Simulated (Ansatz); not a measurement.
Relaxation of AlGeH₅N₂ (9 atoms, charge 0, multiplicity 1), to a largest force component of 0.015 eV/Å in at most 40 steps.

Computed with Ansatz 0.2.0, RHF/def2-SVP.

```xyz
9
Properties=species:S:1:pos:R:3:forces:R:3
N -0.314 2.016 -1.335 -3.07 0.05 0.40
Al 0.142 0.581 -0.248 -0.52 -0.02 0.52
N 1.369 -0.570 0.571 2.47 0.77 -3.66
Ge -0.141 -1.377 1.092 -3.26 0.12 1.16
H -0.934 1.665 -2.146 1.62 0.97 1.91
H -0.997 2.676 -0.774 2.16 -1.92 -1.73
H 1.847 -1.144 -0.176 0.04 0.95 1.75
H -0.400 -2.714 0.348 0.10 -0.05 0.72
H -0.484 -1.179 2.652 0.46 -0.87 -1.06
```

Q: Where does it end, and by what steps?

A: The forces met the threshold. After 12 steps the energy has fallen by 1.953 eV; H5 moved furthest, 1.28 Å.

```tsv
step	energy less start (eV)	largest force component (eV/Å)	accepted
0	0.0000	3.660	yes
1	-0.9606	2.490	yes
2	-1.3886	1.452	yes
3	-1.6762	1.021	yes
4	-1.7693	0.414	yes
5	-1.8050	1.373	yes
6	-1.8634	0.388	yes
7	-1.9026	0.322	yes
8	-1.9404	0.199	yes
9	-1.9506	0.137	yes
10	-1.9524	0.027	yes
11	-1.9527	0.016	yes
12	-1.9527	0.004	yes
```

```xyz
9
Properties=species:S:1:pos:R:3
N -0.545 1.925 -1.235
Al -0.187 0.486 -0.289
N 1.074 -0.680 0.042
Ge -0.289 -1.363 1.175
H 0.091 2.376 -1.866
H -1.418 2.415 -1.223
H 1.999 -1.032 -0.104
H -0.732 -2.795 0.816
H 0.095 -1.377 2.667
```

Whether the end is a true minimum wasn't checked by a vibrational analysis.

Run time: 31 s on 1 thread of AMD EPYC 7B13 (Zen 3) (shared host), peak memory 0.23 GiB.
